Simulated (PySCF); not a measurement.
Nb(S)(OH)2(Me) (CH5NbO2S), SMILES [CH3][Nb]([OH])([OH])=[S], multiplicity 1.

Geometry: PBE-D3(BJ)/def2-SVP. The spin state was assumed, not searched. The structure was generated by enumeration; whether it is a known compound was not checked. The def2 effective core potentials stand for the cores of Nb; spin–orbit coupling is left out. Other conformers were not sampled.

Level of theory: PBE-D3(BJ)/def2-SVP (PySCF).

Frequencies are harmonic and unscaled.

Computed vibrational spectrum:
```tsv
mode	ν (cm⁻¹)	IR (km/mol)	moving atoms (share of kinetic energy)
1	150	2.0	S 26 %, Nb 22 %, H 20 %, O 18 %, C 15 %
2	150	0.4	H 89 %
3	157	0.8	H 30 %, O 20 %, Nb 19 %, S 17 %, C 14 %
4	168	2.1	O 34 %, H 26 %, C 26 %
5	168	5.2	O 46 %, H 26 %, S 16 %, C 12 %
6	190	6.2	O 69 %, H 13 %, Nb 10 %
7	327	195.6	H 80 %, O 17 %
8	348	5.5	H 82 %, O 16 %
9	470	130.6	H 77 %, O 21 %
10	482	106.4	H 73 %, O 13 %, C 11 %
11	528	16.2	S 41 %, C 24 %, H 21 %, Nb 11 %
12	538	32.1	H 78 %, C 17 %
13	539	89.4	C 33 %, H 33 %, Nb 18 %, S 13 %
14	596	50.5	H 55 %, S 17 %, C 13 %, Nb 11 %
15	708	86.4	O 78 %, Nb 12 %, H 9 %
16	738	115.9	O 65 %, Nb 24 %, H 11 %
17	1122	4.4	H 78 %, C 22 %
18	1343	8.5	H 94 %
19	1348	8.8	H 95 %
20	2949	1.3	H 97 %
21	3053	3.3	H 91 %, C 9 %
22	3068	1.1	H 91 %, C 9 %
23	3764	348.4	H 94 %
24	3768	97.8	H 94 %
```
